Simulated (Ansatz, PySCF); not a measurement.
This Ansatz (a quantum-chemistry and plane-wave program) input computes a SVWN5/def2-TZVPD energy:

Ansatz 0.2 input:
```yaml
crystal:
  periodic: [false, false, false]
  atoms:
    - {symbol: Si, position_ang: [-0.01992572, -0.31729695, -0.10526848]}
    - {symbol: Cl, position_ang: [0.03226839, 1.36576174, -1.30869001]}
    - {symbol: Cl, position_ang: [0.07298909, 0.31035707, 1.86476996]}
    - {symbol: C, position_ang: [-1.63507321, -1.18863320, -0.37432573]}
    - {symbol: C, position_ang: [1.47548584, -1.35263394, -0.46878140]}
    - {symbol: H, position_ang: [-2.47184090, -0.52873731, -0.14412557]}
    - {symbol: H, position_ang: [-1.72314627, -1.50865267, -1.41442929]}
    - {symbol: H, position_ang: [-1.70154849, -2.06842685, 0.26873642]}
    - {symbol: H, position_ang: [1.46635347, -1.67681547, -1.51128208]}
    - {symbol: H, position_ang: [1.48795125, -2.23658965, 0.17188362]}
    - {symbol: H, position_ang: [2.38933801, -0.78503752, -0.29174081]}
basis:
  gaussian:
    orbitals: def2-TZVPD
hamiltonian:
  xc: {name: SVWN5}
output: {forces: true}
```

Write an input for the same energy in PySCF and say what it gives.


```python
from pyscf import gto, scf, dft

mol = gto.M(
    atom='''
    Si   -0.01992572   -0.31729695   -0.10526848
    Cl    0.03226839    1.36576174   -1.30869001
    Cl    0.07298909    0.31035707    1.86476996
    C    -1.63507321   -1.18863320   -0.37432573
    C     1.47548584   -1.35263394   -0.46878140
    H    -2.47184090   -0.52873731   -0.14412557
    H    -1.72314627   -1.50865267   -1.41442929
    H    -1.70154849   -2.06842685    0.26873642
    H     1.46635347   -1.67681547   -1.51128208
    H     1.48795125   -2.23658965    0.17188362
    H     2.38933801   -0.78503752   -0.29174081
    ''',
    basis='def2-tzvpd',
    charge=0,
    spin=0,
    verbose=4,
)

mf = dft.RKS(mol, xc='svwn').density_fit(auxbasis='def2-universal-jkfit')
mf.grids.level = 3
mf.conv_tol = 1e-9
mf.max_cycle = 100
mf.max_memory = 1500
mf.kernel()
if not mf.converged:
    mf = mf.newton()
    mf.kernel(mf.make_rdm1())
mf.analyze()
```
It gives -1285.04878 Eh, and Ansatz -1285.04867 Eh, a difference of 0.11 mEh, from the treatment of integrals and grids.
